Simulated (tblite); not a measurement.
Compound: C4H10F3PSi.
Cartesian coordinates in Å at the GFN2-xTB level; atoms count from 1:
```
atom  x, y, z in Å
C1    -1.9737   -0.7194    0.9170
P2    -1.2198   -0.1519   -0.6778
Si3   -1.9546    1.9679   -0.6900
C4     0.5184    0.1863   -0.0748
C5     1.3132   -1.1094    0.0694
C6     2.7319   -0.8253    0.5150
F7     3.4019   -0.0512   -0.3519
F8     2.7787   -0.1934    1.6997
F9     3.4537   -1.9491    0.6578
H10   -1.6472   -1.7344    1.1387
H11   -3.0545   -0.7329    0.7936
H12   -1.7098   -0.0630    1.7446
H13   -3.3962    1.9102   -0.9247
H14   -1.7028    2.6852    0.5649
H15   -1.2691    2.6512   -1.7839
H16    0.4956    0.7190    0.8800
H17    1.0029    0.8262   -0.8168
H18    1.3599   -1.6406   -0.8833
H19    0.8619   -1.7662    0.8157
```

Level: GFN2-xTB in tblite, geometry and Hessian alike; calculated harmonic values, unscaled, isolated species. The method is semi-empirical: single wavenumbers can be off by several per cent or more. Modes of hydrogen on silicon can be 10 to 20 % off. One conformer, not necessarily the lowest.

Harmonic wavenumbers (cm⁻¹): 29.9, 50.1, 71.8, 75.7, 99.8, 160.8, 176.3, 183.4, 218.6, 281.8, 333.7, 362.4, 454.6, 475.3, 485.0, 497.6, 512.4, 581.6, 706.8, 744.3, 751.2, 754.0, 759.3, 791.4, 824.1, 864.3, 888.2, 936.8, 1024.7, 1055.3, 1066.9, 1164.5, 1188.4, 1217.8, 1249.5, 1313.9, 1324.1, 1439.8, 1443.3, 1450.1, 1464.1, 2222.7, 2273.0, 2286.3, 2940.3, 2964.4, 2989.1, 2992.1, 2994.3, 3001.3, 3020.6.

A = 2284, B = 469.9, C = 438.8 MHz; mass 174.024 u (most abundant isotopes); point group C1, symmetry number 1.

Q: Zero-point energy?

A: Half the sum of the wavenumbers: 28579 cm⁻¹ = 341.88 kJ/mol.

Q: What is S at 298.15 K and 1 bar for an ideal gas of classical rigid rotors and harmonic oscillators?

A: Translation 173.20, rotation 129.29, vibration 175.18: S = 477.7 J/(mol K).

Q: And Cp and H(298.15 K) − H(0)?

A: Cp = 194.83 J/(mol K), of which vibrations give 161.58 (their classical limit is 51 R = 424.0); H(298.15 K) − H(0) = 35.88 kJ/mol without the zero-point energy, 25.96 from vibrations.

Q: Blend soft modes into free rotors: weight 1/[1 + (100 cm⁻¹/ν̃)⁴] for the oscillator and the rest for a rotor with moment μB/(μ + B), μ = h/(8π²ν), B = 10⁻⁴⁴ kg m². What vibrational entropy results?

A: 155.70 J/(mol K) in place of 175.18, which changes −T·S at 298.15 K by +5.81 kJ/mol.

Q: How do the functions run with temperature in this model?

A: 
```json
{"T (K)": "50", "S (J/(mol K))": "268.9", "Cp (J/(mol K))": "69.2", "H − H(0) (kJ/mol)": "2.47", "G − H(0) (kJ/mol)": "-10.97", "ln q(vib)": "1.16"}
{"T (K)": "100", "S (J/(mol K))": "326.3", "Cp (J/(mol K))": "98.2", "H − H(0) (kJ/mol)": "6.69", "G − H(0) (kJ/mol)": "-25.93", "ln q(vib)": "3.18"}
{"T (K)": "373.15", "S (J/(mol K))": "524.9", "Cp (J/(mol K))": "226.4", "H − H(0) (kJ/mol)": "51.70", "G − H(0) (kJ/mol)": "-144.16", "ln q(vib)": "13.19"}
{"T (K)": "500", "S (J/(mol K))": "597.4", "Cp (J/(mol K))": "269.5", "H − H(0) (kJ/mol)": "83.28", "G − H(0) (kJ/mol)": "-215.43", "ln q(vib)": "17.37"}
{"T (K)": "750", "S (J/(mol K))": "718.5", "Cp (J/(mol K))": "326.9", "H − H(0) (kJ/mol)": "158.42", "G − H(0) (kJ/mol)": "-380.46", "ln q(vib)": "24.94"}
{"T (K)": "1000", "S (J/(mol K))": "817.9", "Cp (J/(mol K))": "363.3", "H − H(0) (kJ/mol)": "245.00", "G − H(0) (kJ/mol)": "-572.89", "ln q(vib)": "31.68"}
```

q(vib) and H(0) count from the zero-point level.

Q: What must be added to the electronic energy to get the Gibbs energy at 298.15 K and 1 bar?

A: ZPE + [H(298.15 K) − H(0)] − T·S = 341.88 + 35.88 − 142.42 = 235.34 kJ/mol.

Hindered rotation and anharmonicity are outside this model. Other conformers, if any are populated, would add a mixing term that is left out. The structure is chiral; the term R ln 2 for an equal mix with its mirror image is left out.

Run on an x86-64 server with one thread (shared host). The figure is for the frequency step alone.
